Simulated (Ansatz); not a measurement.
`[SiH3]CBC=S` + H–F → `FBC[SiH3]` + `C=S` at 700 K and 1 bar (ligand exchange at a B–C bond).

Computed with Ansatz on PBE0-D4/def2-TZVP structures; ΔE is electronic, products minus reactants. CBS: MP2 limit from def2 TZ/QZ plus the TZ coupled-cluster correction, frozen cores. This one scheme is used for every species. One conformer a species, not always the lowest.

```csv
species,CCSD(T)/CBS energy (Eh),H − E (kJ/mol),S (J/(mol·K))
`[SiH3]CBC=S`,-791.93466,299.9,495.9
H–F,-100.39570,45.2,198.5
`FBC[SiH3]`,-455.38583,247.8,431.3
`C=S`,-436.98974,94.3,270.0
```

H − E and S are ideal-gas, rigid-rotor, harmonic terms from PBE0-D4/def2-TZVP, for one conformer and one mirror image of each species. 1 Eh = 2625.50 kJ/mol, R = 8.31446 J/(mol·K).

Question: By hand: ΔE, ΔH, ΔS and ΔG.

Answer: ΔE = (-455.38583) + (-436.98974) − (-791.93466) − (-100.39570) = -0.04521 Eh = -118.7 kJ/mol. Δ(H − E) = 247.8 + 94.3 − 299.9 − 45.2 = -3.0, so ΔH = -121.7 kJ/mol. ΔS = 431.3 + 270.0 − 495.9 − 198.5 = 6.9 J/(mol·K). ΔG = -121.7 − 700 × (6.9)/1000 = -126.5 kJ/mol.

Question: By hand: the equilibrium constant, and the temperature at which ΔG would vanish if ΔH and ΔS stayed fixed.

Answer: log₁₀ K = −ΔG/(RT ln 10) = 9.4. ΔH and −TΔS have one sign here, so there is no such temperature.

The number of gas molecules stays the same, so ΔS is small and ΔH decides. A doubt of 5 kJ/mol in ΔE shifts log₁₀ K by 0.4 here. Other conformers and mirror images would add mixing entropy, several J/(mol·K) or more a flexible species. These are equilibria of isolated gas molecules and say nothing of rates. Largest T1 diagnostic: 0.017 (customary marks: 0.02 for closed shells, 0.045 for open ones).

ΔS is within the doubt of such terms, so its sign, and with it that verdict, could turn.
